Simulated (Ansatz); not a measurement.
Geometry optimisation, Ansatz, RKS B3LYP-D4/def2-SVP.

Input file:

```yaml
crystal:
  periodic: [false, false, false]
  atoms:
    - { symbol: "N", position_ang: [-1.1178, 1.6388, -1.6002] }
    - { symbol: Al, position_ang: [-0.3373, 0.2748, -0.6235] }
    - { symbol: "N", position_ang: [-0.1517, -1.621, -0.6812] }
    - { symbol: C, position_ang: [0.6882, -1.883, 0.3946] }
    - { symbol: Si, position_ang: [0.8078, -0.1461, 1.0225] }
    - { symbol: H, position_ang: [-0.35182, 2.28436, -2.01267] }
    - { symbol: H, position_ang: [-1.54932, 1.22048, -2.4716] }
    - { symbol: H, position_ang: [1.0375, -2.8061, 0.7961] }
    - { symbol: H, position_ang: [0.12, 0.0743, 2.3659] }
    - { symbol: H, position_ang: [2.2004, 0.3286, 0.9887] }
basis:
  gaussian: { orbitals: def2-SVP }
hamiltonian:
  xc: b3lyp
  dispersion: d4
relax:
  f_tol: 0.015
  max_steps: 40
```

Launched with:

```bash
$ ansatz run input.yaml --threads 2 --pin off --max-ram 3072MiB --backend cpu --events-out ev --progress --plain --runs-dir out
```

Problem. Where does it end, and by what steps?

Solution. The run converged. After 16 steps the energy has fallen by 2.326 eV; H6 moved furthest, 0.67 Å.

```tsv
step	energy less start (eV)	largest force component (eV/Å)	accepted
0	0.0000	5.918	yes
1	-1.7046	2.717	yes
2	-1.9759	1.886	yes
3	-2.1931	0.855	yes
4	-2.1867	0.692	no
5	-2.2914	0.407	yes
6	-2.3133	0.200	yes
7	-2.3216	0.212	yes
8	-2.3119	0.343	no
9	-2.3213	0.245	no
10	-2.3250	0.037	yes
11	-2.3219	0.142	no
12	-2.3257	0.031	yes
13	-2.3258	0.061	yes
14	-2.3261	0.031	yes
15	-2.3262	0.019	yes
16	-2.3263	0.012	yes
```

```xyz
10
Properties=species:S:1:pos:R:3
N -0.985 1.414 -1.941
Al -0.239 0.336 -0.754
N -0.168 -1.532 -0.760
C 0.507 -1.713 0.321
Si 1.012 -0.077 1.273
H -0.994 2.429 -1.900
H -1.474 1.097 -2.775
H 0.760 -2.746 0.656
H 0.436 0.030 2.652
H 2.491 0.127 1.405
```

Run time: 55 s on 2 threads of Arm Neoverse V1 (shared host), peak memory 0.22 GiB.
